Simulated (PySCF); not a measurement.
Worked example: oscillator strength and radiative lifetime

Ga(Cl)2(vinyl) (C₂H₃Cl₂Ga), SMILES C=[CH][Ga]([Cl])[Cl].

The structure is a stationary point at r2SCAN-D4/def2-SVP. The structure was generated by enumeration; whether it is a known compound was not checked. One conformer was computed; it need not be the lowest.

TDA-PBE/def2-SVPD (PySCF) puts the first singlet state with f over 0.02 at 5.59 eV (vertical), with the transition dipole (0.184, -0.648, 0.000) in atomic units.

### Question
Find the oscillator strength, the wavelength and the radiative lifetime that this transition would have in vacuum if emission retraced absorption.

### Answer

|μ|² = 0.4538 au, so |μ| = 1.71 D. ΔE = 5.59/27.211 = 0.2054 hartree. f = (2/3) ΔE |μ|² = 0.062 (the program prints 0.062).
λ = 1239.84/5.59 = 222 nm; ν = 45086 cm⁻¹.
Einstein's coefficient A = 0.6670 ν² f s⁻¹ (ν in cm⁻¹) = 8.4e7 s⁻¹, so τ = 1/A = 12 ns. This state is S4; the lower singlets have f = 0.000, 0.000, 0.019. The figure is the radiative limit of this one transition; relaxation, internal conversion, crossing to triplets and a medium change what is measured.
